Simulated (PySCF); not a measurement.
## SiHCl3O

The system: SiHCl3O, a small molecule; neutral, singlet. The structure, one conformer, was relaxed in the gas phase by PBE0-D3(BJ)/def2-SVP. No frequency run checks that it is a minimum.

SMILES: O[Si](Cl)(Cl)Cl

```csv
atom,x (Å),y (Å),z (Å)
Si1,-0.324,0.018,-0.037
Cl2,-0.706,-0.544,1.890
Cl3,-0.778,-1.563,-1.250
Cl4,-1.472,1.616,-0.531
O5,1.231,0.483,-0.223
H6,1.924,-0.154,-0.021
```

Shieldings: GIAO PBE0/pcSseg-2. Shifts are against computed references at the same level: H TMS (σ 31.24 ppm), Si TMS (σ 341.3 ppm). Core levels by delta-SCF with SCAN, pcX-2 on the ionised atom and pcseg-1 elsewhere, spin-free X2C (2p3/2 is the spin-free 2p value less a third of a first-order spin-orbit splitting); from the vacuum level, for chosen atoms.

Q: Give the NMR and core-level values of the distinct atoms.

A: 
```tsv
atoms	bonded to	σ (ppm)	δ (ppm)	core level (eV)
Si1	3 Cl + 1 O	354.4	-13.1	2p3/2 110.09
Cl2 Cl3	1 Si	788.9	-	2p3/2 206.77
Cl4	1 Si	820.0	-	2p3/2 206.83
O5	1 Si + 1 H	228.0	-	1s 539.81
H6	1 O	28.57	2.67	-
```

Values are those of this one static structure; atoms that internal rotation interchanges would show their mean in an NMR spectrum.

Q: By CAM-B3LYP/def2-SVPD (TDDFT singlets, Tamm-Dancoff triplets, ionisation by delta-SCF), where does absorption start, and what does vertical ionisation take?

A: The first singlet with intensity lies at 7.81 eV (f 0.007); what lies below it is dark. The lowest singlet lies at 7.69 eV (f 0.001), the strongest of the first 6 at 8.61 eV (f 0.089), the lowest triplet at 7.25 eV; vertical ionisation takes 11.81 eV.
